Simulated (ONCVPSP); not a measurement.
How hard is this praseodymium (Pr) ONCV potential?

Pr, optimised norm-conserving Vanderbilt (ONCV), made with ONCVPSP 4.0.1 (LDA (Perdew-Wang 92), scalar-relativistic). Core [Kr] 4d10, reference 4f3 5s2 5p6 6s2. Waves: 5s+6s: rc 2.85 bohr, ncon 5, nbas 9, qcut 4.1 1/bohr, 2 projectors; 5p: rc 2.90 bohr, ncon 4, nbas 8, qcut 5.8 1/bohr, 2 projectors, debl 1.2 Ha; d scattering state at 0.05 Ha: rc 2.25 bohr, ncon 5, nbas 9, qcut 4 1/bohr, 3 projectors, debl 2.8 Ha; 4f: rc 1.25 bohr, ncon 4, nbas 9, qcut 15.3 1/bohr, 1 projector. Local part: polynomial inside 1.00 bohr (lpopt 5, dvloc0 6 Ha). Core correction: none.

Question: For each optimised wave give the share of its norm inside rc, the residual kinetic energy above qcut (Ha) and the cutoffs (Ha) for errors of 10, 1, 0.1 and 0.01 mHa per electron.

Answer:

```tsv
wave	norm inside rc	residual KE	10 mHa	1 mHa	0.1 mHa	0.01 mHa
5s	0.986	2.4e-05	2.3	5.5	7.3	16.6
6s	0.128	3.4e-05	1.8	5.2	7.5	14.2
5p	0.948	3.8e-09	4.2	5.5	6.7	7.9
p projector 2	0.124	1.1e-08	3.5	4.9	8.4	11.8
d projector 1	0.053	1.1e-05	2.9	4.9	6.6	8.2
d projector 2	0.168	7.8e-04	6.8	7.9	9.9	34.7
d projector 3	0.170	2.3e-01	10.3	17.2	75.4	90.2
4f	0.657	9.8e-05	73.8	86.3	111.0	not reached
```

The occupied waves need 86 Ha and 111 Ha for 1 and 0.1 mHa. Note: ghosts flagged at negative energy: s at -86.9 eV; GHOST(+) flagged for p at 52.0 eV. A true bound ghost makes a file unfit for plane-wave use. Tests left out (the all-electron energies of this program are off by 10 to 40 meV for near-neutral 4f atoms).
